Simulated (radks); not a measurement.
All-electron atom: the cerium ion Ce4+ in [Kr] 4d10 5s2 5p4 4f2 (not the ground configuration).

All-electron calculation, scalar-relativistic Kohn-Sham, PW91, spin-unpolarised, spherical densities, point nucleus. Program: a radial shooting solver on a logarithmic mesh with Libxc functionals.

Energy parts (eV):
| part | energy |
|---|---|
| total | -241030.34 |
| kinetic | 255483.21 |
| electron-nucleus | -582053.83 |
| Hartree | 91239.93 |
| exchange-correlation | -5699.65 |

Orbitals (lengths in bohr, moments of r in powers of bohr):
| orbital | occ. | eigenvalue (eV) | <r> |
|---|---|---|---|
| 1s | 2 | -40310.26 | 0.02457 |
| 2s | 2 | -6482.369 | 0.1052 |
| 2p | 6 | -5809.480 | 0.09235 |
| 3s | 2 | -1420.652 | 0.2786 |
| 3p | 6 | -1206.652 | 0.2766 |
| 3d | 10 | -902.7056 | 0.2535 |
| 4s | 2 | -313.3205 | 0.6385 |
| 4p | 6 | -243.6459 | 0.6767 |
| 4d | 10 | -143.4267 | 0.7484 |
| 5s | 2 | -74.9689 | 1.496 |
| 5p | 4 | -57.0194 | 1.694 |
| 4f | 2 | -38.8066 | 1.076 |

The highest occupied level is 4f at -38.807 eV. Summed over all electrons, <r^2> = 32.93 bohr^2, which gives a Langevin (diamagnetic) susceptibility term of -26.1 x 10^-6 cm^3/mol.
